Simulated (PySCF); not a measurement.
Compound: W(NH)2Me2, C₂H₈N₂W (singlet state).
Bonds: W1–N2, W1–N4, W1–C6, W1–C10. Hydrogens: H3 on N2; H5 on N4; H7, H8, H9 on C6; H11, H12, H13 on C10.

Method: PBE0-D3(BJ)/def2-SVP geometry optimisation, gas phase, def2 core potentials past Kr in PySCF 2.14.0; density fitting, grid level 1; the optimiser is geomeTRIC in internal coordinates, started from a GFN2-xTB structure with every atom displaced at random (about 0.03 Å).

Step 6: E = -7001.1292 eV
```
atom  x, y, z in Å  |  force x, y, z in eV/Å
W1      0.3084   -0.0024    0.2384    0.131  -0.032  -0.009
N2      0.2160    0.0257    1.9876    0.011  -0.028  -0.024
H3      0.6281    0.0221    2.9159   -0.021   0.015  -0.004
N4      1.9517   -0.0296   -0.3676   -0.094   0.029   0.046
H5      2.9611   -0.0378   -0.2594    0.005  -0.003  -0.011
C6     -0.6050    1.7757   -0.4735   -0.080  -0.006   0.006
H7     -0.4117    1.9193   -1.5493    0.015  -0.011  -0.001
H8     -0.2924    2.6853    0.0615    0.030   0.000  -0.013
H9     -1.6956    1.6626   -0.3184    0.010   0.010   0.019
C10    -0.6249   -1.7862   -0.4393    0.007   0.048   0.017
H11    -1.5639   -1.9767    0.1043   -0.020  -0.001  -0.014
H12     0.0100   -2.6818   -0.3671    0.003  -0.006   0.026
H13    -0.8512   -1.6284   -1.5109    0.004  -0.016  -0.036
```

Step 7: E = -7001.1321 eV
```
atom  x, y, z in Å  |  force x, y, z in eV/Å
W1      0.2982   -0.0061    0.2341    0.131   0.021   0.056
N2      0.2108    0.0190    1.9852    0.028  -0.030  -0.097
H3      0.6350    0.0204    2.9082   -0.035   0.011  -0.002
N4      1.9408   -0.0253   -0.3736   -0.091   0.030   0.069
H5      2.9493   -0.0217   -0.2551    0.006  -0.011  -0.028
C6     -0.6072    1.7807   -0.4687   -0.070  -0.002   0.013
H7     -0.4305    1.9153   -1.5487    0.010  -0.015  -0.003
H8     -0.2576    2.6843    0.0541    0.024  -0.002  -0.014
H9     -1.6964    1.6992   -0.2903    0.010   0.001   0.016
C10    -0.6245   -1.7933   -0.4446   -0.005   0.012   0.028
H11    -1.5771   -1.9774    0.0777   -0.012   0.005  -0.005
H12     0.0131   -2.6832   -0.3315   -0.009  -0.012   0.015
H13    -0.8233   -1.6640   -1.5245    0.013  -0.007  -0.048
```

Step 8: E = -7001.1369 eV
```
atom  x, y, z in Å  |  force x, y, z in eV/Å
W1      0.2863   -0.0097    0.2296    0.112   0.032  -0.047
N2      0.2028    0.0058    1.9798    0.043  -0.020  -0.037
H3      0.6349    0.0163    2.8991   -0.045   0.000   0.004
N4      1.9280   -0.0132   -0.3826   -0.090   0.028   0.094
H5      2.9363    0.0070   -0.2607   -0.011  -0.021  -0.036
C6     -0.6133    1.7869   -0.4572   -0.011   0.005   0.024
H7     -0.4730    1.8980   -1.5455   -0.010  -0.018  -0.007
H8     -0.1951    2.6807    0.0323    0.005   0.002  -0.014
H9     -1.6944    1.7596   -0.2287    0.001  -0.010   0.009
C10    -0.6227   -1.8030   -0.4546    0.002  -0.014   0.039
H11    -1.6034   -1.9674    0.0213   -0.002   0.019   0.010
H12     0.0055   -2.6871   -0.2625   -0.023  -0.013   0.000
H13    -0.7614   -1.7261   -1.5481    0.028   0.009  -0.040
```

**Question.** Estimate the geometry and energy of step 9. (The exact step hangs on the optimiser's Hessian estimate; all steps are aligned on step 8, rigid shifts and turns removed.)

**Answer.** E = -7001.1410 eV, largest force 0.098 eV/Å
```
atom  x, y, z in Å  |  force x, y, z in eV/Å
W1      0.2838   -0.0108    0.2264   -0.019   0.037   0.061
N2      0.1989   -0.0081    1.9778    0.032  -0.002  -0.093
H3      0.6219    0.0079    2.9010   -0.028  -0.010   0.005
N4      1.9221   -0.0011   -0.3890    0.017   0.022   0.045
H5      2.9316    0.0258   -0.2780   -0.015  -0.023  -0.028
C6     -0.6204    1.7887   -0.4461    0.052   0.008   0.020
H7     -0.5224    1.8720   -1.5419   -0.029  -0.012  -0.009
H8     -0.1464    2.6771    0.0011   -0.014   0.007  -0.011
H9     -1.6884    1.8019   -0.1663   -0.009  -0.015   0.002
C10    -0.6173   -1.8047   -0.4631    0.012  -0.049   0.003
H11    -1.6242   -1.9407   -0.0339    0.003   0.030   0.013
H12    -0.0140   -2.6888   -0.2006   -0.028  -0.010  -0.009
H13    -0.6946   -1.7713   -1.5652    0.026   0.016   0.001
```

The energy changes by -0.0041 eV. The first-order estimate −F·Δx gives -0.0055 eV and the mean of the old and new forces, exact on a quadratic surface, -0.0038 eV. The step makes an angle of 82° with the force vector and moves no atom by more than 0.082 Å.

The cost below is that of the whole optimisation. On an Arm Neoverse V2 with one thread, no GPU, shared host, this took 1.9 min and 0.48 GiB of memory at its peak.
